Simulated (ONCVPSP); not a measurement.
# Xe (Z = 54), ONCV: configuration errors across variants

ONCVPSP 4.0.1 input, shortened (lines: element, Z, core and valence counts, functional; n l f; lmax; l rc ep ncon nbas qcut; lloc lpopt rc5 dvloc0; l nproj debl; icmod fcfact rcfact), LDA (Perdew-Zunger), scalar-relativistic:

```
  Xe 54.00    6    5        3      upf
    1    0    2.00
    2    0    2.00
    2    1    6.00
    3    0    2.00
    3    1    6.00
    3    2   10.00
    4    0    2.00
    4    1    6.00
    4    2   10.00
    5    0    2.00
    5    1    5.75
    2
    0    1.25    0.00    4    7    9.20
    1    1.45    0.00    3    6    7.90
    2    1.10    0.00    4    9   17.10
    2    5    1.10    0.00
    0    2    0.40
    1    3    0.70
    2    0    1.10
    3    3.25    1.05
```

All-electron excitation energies from the reference (eV): (1) 4s2 4p6 4d10 5s2 5p6 -2.358; (2) 4s2 4p6 4d10 5s2 5p5 10.342; (3) 4s2 4p6 4d10 5s2 5p4 32.286; (4) 4s2 4p5 4d10 5s2 5p6 147.829.

Errors AE − PS in meV (a dash: test not solved or not reliable):

| change | (1) | (2) | (3) | (4) | bound ghosts | GHOST(+) flags above zero |
| --- | --- | --- | --- | --- | --- | --- |
| base | +0.6 | -2.7 | -8.6 | -49 | none | none |
| core correction Teter function, fcfact 3.25, rcfact 0.98 | +0.6 | -2.7 | -8.6 | -49 | none | none |
| core correction Teter function, fcfact 3.25, rcfact 1.04 | +0.6 | -2.7 | -8.6 | -49 | none | none |
| core correction Teter function, fcfact 3.25, rcfact 1.22 | +0.6 | -2.7 | -8.6 | -50 | none | none |
| core correction Teter function, fcfact 3.25, rcfact 1.4 | +0.6 | -2.7 | -8.7 | -53 | none | none |
| core correction Teter function, fcfact 3.25, rcfact 1.54 | +0.6 | -2.7 | -8.7 | -57 | none | none |
| core correction Teter function, fcfact 3.25, rcfact 1.66 | +0.6 | -2.7 | -8.7 | -61 | none | none |
| core correction Teter function, fcfact 3.25, rcfact 1.76 | +0.6 | -2.7 | -8.7 | -66 | none | none |
| core correction Teter function, fcfact 3.25, rcfact 1.96 | +0.6 | -2.7 | -8.7 | -79 | none | none |
| core correction Teter function, fcfact 3.25, rcfact 2.02 | +0.6 | -2.7 | -8.8 | -83 | none | none |

**Question.** Give the same row for: core correction Teter function, fcfact 3.25, rcfact 1.32.

**Answer.** +0.6, -2.7, -8.7, -51; bound ghosts: none; GHOST(+) flags above zero: none.
